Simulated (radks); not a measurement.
Numerical settings for neutral scandium, [Ar] 3d1 4s2. All-electron calculation, non-relativistic Kohn-Sham, PBEsol, spin-unpolarised, spherical densities, point nucleus. Program: a radial shooting solver on a logarithmic mesh with Libxc functionals. The defaults (mesh step 0.008 in ln r, mesh end at 40 bohr or more with all orbitals vanishing there, Anderson mixing 0.5 over 9 steps, residual threshold near 1e-9 with the energy settled to 1e-9 hartree or 1e-11 of itself, here a cap of 50 iterations) give E = -759.4842 hartree and 3d at -3.382 eV in 14 iterations. Run on one thread of a shared host, so times are rough (Arm Neoverse V1): 0.08 s of CPU time, 0.08 s wall, 14 iterations on 2669 mesh points. Changes against that run (0 stands for a change within the tolerance of the run):

| setting | iterations | converged | E (mhartree) | e(3d) (meV) | CPU (s) |
|---|---|---|---|---|---|
| mesh step in ln r 0.005 | 14 | yes | 0 | 0 | 0.12 |
| mesh step in ln r 0.2 | 4 | no | diverged | - | 0 |
| mesh step in ln r 0.08 | 4 | no | diverged | - | 0.01 |
| mesh end (bohr) 400 | 14 | yes | 0 | 0 | 0.08 |
| mesh end (bohr) 3 | 13 | level above zero | +2.26e+03 | +1.69e+04 | 0.05 |
| residual threshold 1e-13 | 50 | no | 0 | 0 | 0.17 |
| residual threshold 1e-16 | 50 | no | 0 | 0 | 0.17 |
| mixing 0.01 | 25 | yes | 0 | 0 | 0.13 |
| linear mixing, mixing 0.5 | 30 | yes | 0 | 0 | 0.13 |
| linear mixing, mixing 1 | 50 | no | +652 | -2.43e+04 | 0.44 |
| mixing history 2 | 21 | yes | 0 | 0 | 0.1 |
| iteration cap 5 | 5 | no | +0.00032 | -6.88 | 0.03 |

Settled on a wrong energy, with an occupied level pushed above zero by the early mesh end: mesh end (bohr) 3 (+2.26 hartree). Apart from these: no run marked as converged misses the energy by more than 1 mhartree. A mesh that ends early acts as a hard wall.
